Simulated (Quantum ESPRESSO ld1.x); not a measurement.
Values are calculated unless marked as measured or tabulated.
Task: Species: Ag16+. Configuration: [Ar] 3d10 4s1 4p1 4d1 (not the ground configuration). Level of theory: Dirac Kohn-Sham, PW86 exchange with PBE correlation, spin-unpolarised, spherical densities, point nucleus; open shells are shared between the two j in proportion to 2j + 1 (ld1.x of Quantum ESPRESSO 7.5). Some entries of the table are withheld. Estimate them.

orbital,occ.,eigenvalue (eV),<1/r> (bohr^-1)
1s1/2,2,-25736.612,49.46
2s1/2,2,-4134.055,11.41
2p1/2,2,-3870.971,11.38
2p3/2,4,-3695.237,10.69
3s1/2,2,-1074.007,4.024
3p1/2,2,-969.276,3.931
3p3/2,4,-937.602,3.766
3d3/2,4,(1),3.610
3d5/2,6,(2),3.568
4s1/2,1,-434.976,1.764
4p1/2,0.333333,-397.144,1.693
4p3/2,0.666667,-389.270,1.647
4d3/2,0.4,-326.680,(3)
4d5/2,0.6,-325.167,(4)

Result: 
(1) 3d3/2 eigenvalue (eV): -753.509
(2) 3d5/2 eigenvalue (eV): -747.037
(3) 4d3/2 <1/r> (bohr^-1): 1.517
(4) 4d5/2 <1/r> (bohr^-1): 1.507
